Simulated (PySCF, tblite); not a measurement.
Compound: C6H8F3PS.
Geometry (GFN2-xTB, Å), atoms numbered from 1 in this order:
```xyz
19
C6H8F3PS angstrom
C      2.1434    1.4702   -0.0427
C      1.9792    0.1990   -0.3734
P      0.3508   -0.5665   -0.5840
S     -0.1328   -1.0253   -2.3933
C     -0.8462    0.3575    0.4284
C     -1.6429    1.4107   -0.2934
C     -2.2988    0.1357    0.1018
C      0.6006   -2.0886    0.5348
F      1.6055   -2.8490    0.0937
F     -0.4980   -2.8433    0.5842
F      0.8969   -1.7398    1.7968
H      3.1209    1.9222   -0.0071
H      1.3095    2.1005    0.2202
H      2.8082   -0.4348   -0.6692
H     -0.5545    0.5231    1.4593
H     -1.8850    2.3165    0.2415
H     -1.4330    1.5579   -1.3446
H     -2.5328   -0.5727   -0.6816
H     -3.0008    0.1361    0.9212
```

Method: PBE0/pcSseg-1 in PySCF (dipole) on a GFN2-xTB geometry, gas phase.

Take the most abundant isotopes and a rigid rotor. The values belong to one conformer with, in the numbering `[CH2:1]=[CH:2][P@:3](=[S:4])([CH:5]1[CH2:6][CH2:7]1)[C:8]([F:9])([F:10])[F:11]`, C1–C2–P3–S4 110°, C2–P3–C5–C6 97°.

What are A, B and C (MHz)?

Ia = 522.67, Ib = 694.16, Ic = 733.83 u·Å²; 505379 MHz·u·Å²/I gives A = 966.9, B = 728.0, C = 688.7 MHz.

Classify the top.

An asymmetric top: κ = (2 × 728.0 − 966.9 − 688.7)/(966.9 − 688.7) = -0.72.

Is it planar, by Δ = Ic − Ia − Ib?

Not planar: Δ = Ic − Ia − Ib = -483.00 u·Å². For a rigid frame Δ = −2 Σ m c², so Σ m c² = 241.50 u·Å² lies off the ab plane: 13.02 from hydrogen and 228.48 from heavier atoms. The atom farthest from that plane is 2.10 Å away.

Where do the levels up to J = 2 lie, in K?

Above 0(0,0), as E/k:
J = 1: 1(0,1) 0.068, 1(1,1) 0.079, 1(1,0) 0.081
J = 2: 2(0,2) 0.204, 2(1,2) 0.214, 2(1,1) 0.219, 2(2,1) 0.254, 2(2,0) 0.254
Those of J = 1 are B + C, A + C and A + B.

Predict some low-J microwave lines.

The dipole components are |μa| = 2.03 D, |μb| = 1.78 D, |μc| = 3.56 D. The squared components, which scale the intensities, stand as 0.32 : 0.25 : 1.00 (a : b : c). Some lines, for components of 0.1 D or more:

```json
{"type": "b", "branch": "Q", "J(Ka,Kc)": "2(1,1) ← 2(0,2)", "MHz": "322", "lower level (cm⁻¹)": "0.142"}
{"type": "c", "branch": "Q", "J(Ka,Kc)": "2(2,1) ← 2(1,1)", "MHz": "717", "lower level (cm⁻¹)": "0.152"}
{"type": "b", "branch": "Q", "J(Ka,Kc)": "2(2,0) ← 2(1,1)", "MHz": "721", "lower level (cm⁻¹)": "0.152"}
{"type": "b", "branch": "Q", "J(Ka,Kc)": "2(2,1) ← 2(1,2)", "MHz": "835", "lower level (cm⁻¹)": "0.148"}
{"type": "a", "branch": "R", "J(Ka,Kc)": "1(0,1) ← 0(0,0)", "MHz": "1417", "lower level (cm⁻¹)": "0.000"}
{"type": "b", "branch": "R", "J(Ka,Kc)": "1(1,1) ← 0(0,0)", "MHz": "1656", "lower level (cm⁻¹)": "0.000"}
{"type": "c", "branch": "R", "J(Ka,Kc)": "1(1,0) ← 0(0,0)", "MHz": "1695", "lower level (cm⁻¹)": "0.000"}
{"type": "b", "branch": "R", "J(Ka,Kc)": "2(0,2) ← 1(1,1)", "MHz": "2590", "lower level (cm⁻¹)": "0.055"}
{"type": "a", "branch": "R", "J(Ka,Kc)": "2(1,2) ← 1(1,1)", "MHz": "2794", "lower level (cm⁻¹)": "0.055"}
{"type": "a", "branch": "R", "J(Ka,Kc)": "2(0,2) ← 1(0,1)", "MHz": "2829", "lower level (cm⁻¹)": "0.047"}
{"type": "a", "branch": "R", "J(Ka,Kc)": "2(1,1) ← 1(1,0)", "MHz": "2873", "lower level (cm⁻¹)": "0.057"}
{"type": "b", "branch": "R", "J(Ka,Kc)": "2(1,2) ← 1(0,1)", "MHz": "3033", "lower level (cm⁻¹)": "0.047"}
{"type": "c", "branch": "R", "J(Ka,Kc)": "2(1,1) ← 1(0,1)", "MHz": "3151", "lower level (cm⁻¹)": "0.047"}
{"type": "b", "branch": "R", "J(Ka,Kc)": "2(2,1) ← 1(1,0)", "MHz": "3589", "lower level (cm⁻¹)": "0.057"}
{"type": "c", "branch": "R", "J(Ka,Kc)": "2(2,0) ← 1(1,0)", "MHz": "3594", "lower level (cm⁻¹)": "0.057"}
{"type": "c", "branch": "R", "J(Ka,Kc)": "2(2,1) ← 1(1,1)", "MHz": "3629", "lower level (cm⁻¹)": "0.055"}
{"type": "b", "branch": "R", "J(Ka,Kc)": "2(2,0) ← 1(1,1)", "MHz": "3633", "lower level (cm⁻¹)": "0.055"}
```

Estimate the classical rotational partition function at 10 K, 100 K and 200 K.

Point group C1, symmetry number σ = 1; q = (√π/σ)·√((kT/h)³/(ABC)), k/h = 20836.6 MHz/K: 7660 at 10 K, 242000 at 100 K, 685000 at 200 K.

Its GFN2-xTB frequencies are all real (lowest 34 cm⁻¹). These are rigid-rotor constants of the computed structure; measured ground-state constants (B0) also hold zero-point vibration.
